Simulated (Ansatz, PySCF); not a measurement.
Gas-phase reaction (SMILES): C[Si](O)(O)O + N (NH3) → N[Si](O)(O)O + C (CH4); ammonia cleaves one Si-C bond, a model of a ligand-exchange step.

Each molecule is optimised on its own at B3LYP-D3(BJ)/def2-TZVP (Ansatz, a program for electronic structure), one conformer each, not searched for the lowest. Valence correlation only, unless marked. No spin-orbit coupling. No relativistic terms. Basis-set limits of correlation are two-point, X^-3; Hartree-Fock from the larger set. Thermal terms are rigid-rotor harmonic-oscillator values from B3LYP-D3(BJ) frequencies (Ansatz or PySCF) at 298.15 K and 1 atm. 1 Eh = 627.5095 kcal/mol.

```json
[
 {"species": "C[Si](O)(O)O", "E, CCSD(T)/CBS(cc-pV(T+d)Z,cc-pV(Q+d)Z) (Ansatz) (Eh)": "-556.43630", "E, r2SCAN-D4/def2-TZVPD (Ansatz + dftd4) (Eh)": "-557.03555", "H - E (Eh)": "0.08835"},
 {"species": "N (NH3)", "E, CCSD(T)/CBS(cc-pV(T+d)Z,cc-pV(Q+d)Z) (Ansatz) (Eh)": "-56.50369", "E, r2SCAN-D4/def2-TZVPD (Ansatz + dftd4) (Eh)": "-56.54744", "H - E (Eh)": "0.03799"},
 {"species": "N[Si](O)(O)O", "E, CCSD(T)/CBS(cc-pV(T+d)Z,cc-pV(Q+d)Z) (Ansatz) (Eh)": "-572.50706", "E, r2SCAN-D4/def2-TZVPD (Ansatz + dftd4) (Eh)": "-573.10801", "H - E (Eh)": "0.07786"},
 {"species": "C (CH4)", "E, CCSD(T)/CBS(cc-pV(T+d)Z,cc-pV(Q+d)Z) (Ansatz) (Eh)": "-40.45816", "E, r2SCAN-D4/def2-TZVPD (Ansatz + dftd4) (Eh)": "-40.49957", "H - E (Eh)": "0.04840"}
]
```

Work out ΔE and ΔH at 298.15 K at the first level, then ΔH at the second.


1. ΔE = [(-572.50706) + (-40.45816)] - [(-556.43630) + (-56.50369)] = -0.02523 Eh = -15.8 kcal/mol at CCSD(T)/CBS(cc-pV(T+d)Z,cc-pV(Q+d)Z).
2. The terms H - E add up to -0.00008 Eh, so ΔH = (-0.02523 + (-0.00008))×627.5095 = -15.9 kcal/mol.
3. At r2SCAN-D4/def2-TZVPD the same steps give ΔE = -15.4 and ΔH = -15.5 kcal/mol, a shift of +0.4 from the first level.
4. These values are not checked against measurement here, since the tables used lack a sound gas-phase enthalpy of formation for at least one species.
